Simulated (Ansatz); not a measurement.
Ansatz (a program for electronic structure) input (HF/6-31G* with LANL2DZ past Ar): The .json file joins the Basis Set Exchange's 6-31G* for atoms up to Ar and LANL2DZ past it.

Ansatz 0.2 input:
```yaml
crystal:
  periodic: [false, false, false]
  atoms:
    - {symbol: Te, position_ang: [-0.00000000, -0.00000000, -0.03186182]}
    - {symbol: H, position_ang: [0.00000000, 0.00000000, 1.65681438]}
basis:
  gaussian:
    orbitals: 6-31Gs+LANL2DZ.json
hamiltonian:
  xc: {name: HF}
total_charge: -1
phonons: {temperatures: {t_min: 298.15, t_max: 298.15, t_step: 100}}
```

Which harmonic wavenumbers does it give?

2009 cm⁻¹ (unscaled; negative means imaginary).
